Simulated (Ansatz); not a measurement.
Reaction (ligand exchange at a Zr–Se bond): `[F][Zr]([F])([F])[SeH]` + `CC(C)N` → `CC(C)[NH][Zr]([F])([F])[F]` + H₂Se

Gas-phase electronic energies from Ansatz, PBE0-D4/def2-TZVP geometries. CCSD(T)/CBS adds triple-zeta CCSD(T) − MP2 to the extrapolated MP2 energy (def2 sets, frozen cores). DFT in def2-TZVPP. B3LYP here is the variant with VWN-RPA as its local correlation; programs differ in this. def2 core potentials past Kr. For Se, Zr outer-core shells are correlated without core-valence functions, which leaves a few kJ/mol of doubt a bond. Scalar relativity is left out up to krypton. Each species was taken in one conformer, which may not be the lowest.

`[F][Zr]([F])([F])[SeH]`:

Cartesian coordinates in Å:
```
F -0.750 1.592 -1.040
Zr -0.434 -0.154 -0.386
F -2.046 -1.103 -0.142
F 0.703 -1.022 -1.622
Se 0.716 -0.029 1.919
H 1.811 0.716 1.270
```

`CC(C)N`:

```xyz
13

C    -0.458    1.239    0.430
C    -0.153   -0.043   -0.324
C     1.306   -0.434   -0.184
N    -0.982   -1.115    0.216
H    -1.510    1.518    0.324
H    -0.249    1.107    1.494
H     0.147    2.067    0.053
H    -0.353    0.139   -1.394
H     1.960    0.348   -0.577
H     1.522   -1.356   -0.731
H     1.551   -0.600    0.868
H    -1.964   -0.892    0.111
H    -0.818   -1.979   -0.288
```

`CC(C)[NH][Zr]([F])([F])[F]`:

```xyz
16

C     0.518   -1.548    1.156
C    -0.238   -0.268    0.834
C     0.690    0.936    0.835
N    -0.903   -0.359   -0.459
Zr   -0.674    0.828   -2.069
F    -1.136    2.629   -1.614
F     1.157    0.819   -2.625
F    -1.823    0.117   -3.410
H     1.302   -1.722    0.415
H     0.980   -1.489    2.145
H    -0.153   -2.411    1.150
H    -0.997   -0.109    1.614
H     0.144    1.865    0.642
H     1.182    1.047    1.803
H     1.480    0.820    0.083
H    -1.530   -1.155   -0.500
```

H₂Se:

Z-matrix (Å, degrees):
```
Se
H 1 1.467
H 1 1.467 2 91.2
```

Question: Is it downhill or uphill in electronic energy at CCSD(T)/CBS, and by how much? (Best estimate.)

Answer: The calculation gave: Uphill: ΔE = +20.0 kJ/mol.

Question: What do these levels give: LDA (SPW92), revPBE-D4, PBE0-D4, B3LYP-D4, CAM-B3LYP-D4, B3LYP, r2SCAN0, BHLYP, HF/def2-SVP, HF/def2-TZVPP, MP2/def2-QZVPP, CCSD/CBS(def2)? (Estimate.)

Answer: Ansatz gave: LDA (SPW92) 18.3, revPBE-D4 21.8, PBE0-D4 25.8, B3LYP-D4 19.1, CAM-B3LYP-D4 16.3, B3LYP 28.0, r2SCAN0 28.9, BHLYP 28.3, HF/def2-SVP 19.6, HF/def2-TZVPP 34.9, MP2/def2-QZVPP 20.7, CCSD/CBS(def2) 20.8 kJ/mol.

Largest T1 diagnostic among the species: 0.016.

Leaving LDA and LC-ωPBE aside and taking each functional with its dispersion term where it has one, the values, not all of them listed here, spread over 10.5 kJ/mol, from CAM-B3LYP-D4 to PBE-QIDH. LDA lies −11.2 kJ/mol from PBE without D4. In def2-TZVPP, CCSD(T) changes the Hartree–Fock value by −17.7 kJ/mol (the triples alone add −0.8 kJ/mol) and MP2 by −16.1 kJ/mol. At CCSD(T), def2-SVP lies −20.3 kJ/mol from the extrapolated value and def2-TZVPP −2.8 kJ/mol.
